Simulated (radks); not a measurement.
These are the eigenvalues of the occupied orbitals of an atom or ion with whole-number occupations (hartree). All-electron calculation, non-relativistic Kohn-Sham, PBEsol, spin-unpolarised, spherical densities, point nucleus. Program: a radial shooting solver on a logarithmic mesh with Libxc functionals.

orbital  eigenvalue
1s        -641.3705
2s        -88.88109
2p        -81.60537
3s        -15.82662
3p        -13.09482
3d         -8.11335
4s         -3.42283
4p         -2.66472

Which element is it, and in what charge state? The configuration may be excited.

Answer. Z = 40, zirconium, charge +4: Zr4+ in [Kr]. The list shows which subshells hold electrons but not how many an open one holds; the 1s level, -641.37 hartree, gives Z - s = 35.8 by -(Z - s)^2/2, which with screening narrows Z to a few neighbours, and the depths of the outer levels then fix element, charge and occupations together.
